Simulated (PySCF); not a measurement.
A structure optimised at PBE-D3(BJ)/def2-SVP, used in a PySCF frequency run:

```xyz
18

Si    -0.9527    -2.2192     0.0000
Si     1.1848    -1.2352     0.0000
Si     0.9661     1.1063     0.0000
C     -0.3869     1.7311     1.2068
C     -1.3747     1.6688     0.0000
C     -0.3869     1.7311    -1.2068
H     -1.7204    -1.7821    -1.2208
H     -0.8776    -3.7236     0.0000
H     -1.7204    -1.7821     1.2208
H      1.9387    -1.7081    -1.2193
H      1.9387    -1.7081     1.2193
H      2.3219     1.7733     0.0000
H     -0.6694     1.1554     2.1091
H     -0.1789     2.7785     1.5105
H     -1.9073     0.6939     0.0000
H     -2.1597     2.4557     0.0000
H     -0.1789     2.7785    -1.5105
H     -0.6694     1.1554    -2.1091
```

**Question.** Write its SMILES, formula and point group.

**Answer.** [SiH3][SiH2][SiH]1CCC1, C3H12Si3, Cs

**Question.** What are its rotational constants (standard atomic weights)?

**Answer.** 2.5152, 1.1759, 0.96891 GHz
